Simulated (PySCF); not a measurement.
# Ta⁺ (tantalum, charge +1) across methods

[Xe] 4f14 5d2 6s2, high-spin 3F determinant (an excited configuration). All numbers are calculated (PySCF 2.14, scalar relativity by spin-free X2C-1e, in x2c-TZVPPall (11s7p7d3f1g, 97 functions)). The B2PLYP total includes its PT2 part (frozen core); its orbital energies are those of the SCF part.

| method | E (hartree) | mean ε 6s α (eV) | mean ε 5d α (eV) | mean ε 6s β (eV) | Σ⟨r²⟩ (bohr²) | ⟨S²⟩ |
| --- | --- | --- | --- | --- | --- | --- |
| LDA | -15594.81 | -13.131 | -13.104 | -12.395 | 57.31 | 2.001 |
| PBE | -15604.91 | -12.877 | -13.075 | -12.091 | 57.54 | 2.002 |
| B2PLYP | -15603.63 | -13.981 | -15.759 | -13.205 | 57.86 | 2.003 |
| PW91 | -15606.51 | -12.953 | -13.139 | -12.152 | 57.51 | 2.002 |
| revPBE | -15605.33 | -12.801 | -13.077 | -11.992 | 57.61 | 2.002 |
| PBE0 | -15604.68 | -13.550 | -14.508 | -12.733 | 57.54 | 2.002 |
| UHF | -15599.73827 | -14.828 | -18.178 | -13.699 | 58.52 | 2.007 |
| r2SCAN | -15605.01 | -12.957 | -13.634 | -12.175 | 57.59 | 2.005 |

Spin-orbit coupling, absent here, splits the open shell strongly.
